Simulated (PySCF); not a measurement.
TPSSh on O⁻ (oxygen, charge -1), [He] 2s2 2p5, 2P determinant. Calculation: PySCF 2.14, in aug-cc-pwCVTZ (7s6p4d2f, 59 functions); no relativity, point nucleus.

```
cycle= 1 E= -75.1460397899076  delta_E= -0.00714  |g|= 0.0527  |ddm|= 0.245
cycle= 2 E= -75.1408816975088  delta_E= 0.00516  |g|= 0.129  |ddm|= 0.215
cycle= 3 E= -75.1476961364861  delta_E= -0.00681  |g|= 0.0152  |ddm|= 0.13
cycle= 4 E= -75.1478217098354  delta_E= -0.000126  |g|= 0.002  |ddm|= 0.0218
cycle= 5 E= -75.147828866845  delta_E= -7.16e-06  |g|= 0.000225  |ddm|= 0.00911
cycle= 6 E= -75.1478289619319  delta_E= -9.51e-08  |g|= 2.26e-05  |ddm|= 0.00123
cycle= 7 E= -75.1478289621758  delta_E= -2.44e-10  |g|= 1.69e-06  |ddm|= 2.98e-05
converged SCF energy = -75.1478289621758  <S^2> = 0.75572235  2S+1 = 2.0057142
```

Highest occupied orbital energy: 2.027 eV; ⟨L²⟩ = 2.03; populations by l: s 4.00, p 5.00, d 0.00, f 0.00.

(1) Can this result be used?

Results:

(1) With care. The calculation finished and met its thresholds. At TPSSh the highest occupied level has a positive energy, so only the finite basis holds that electron; in a semilocal or global hybrid functional this comes from self-interaction and does not mean that the real anion is unbound.
